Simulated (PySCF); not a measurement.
How methods differ on the excitation energy of Co⁺

Co⁺ [Ar] 3d8 (3F) → Co⁺ [Ar] 3d7 4s1 (5F), as a difference of total energies. Computed with PySCF 2.14 in ANO-RCC-VTZP, with scalar relativity by spin-free X2C-1e. Correlated levels: valence and next inner shell: [Ne] frozen. The calculations carry no spin-orbit coupling.

| method | excitation energy (eV) | error (eV) |
| --- | --- | --- |
| UHF | -1.222 | -1.651 |
| MP2 (valence and next inner shell) | 1.172 | +0.743 |
| SCS-MP2 (valence and next inner shell) | 1.027 | +0.598 |
| CCSD (valence and next inner shell) | 0.326 | -0.103 |
| CCSD(T) (valence and next inner shell) | 0.367 | -0.062 |

Reference: 0.429 eV (measured; NIST levels, between the centres of gravity of the two terms).

Errors of the correlated levels include the incompleteness of this basis and the frozen core.

The basis was made for the ground configuration and has no added diffuse functions, so the excitation energy can come out too high.
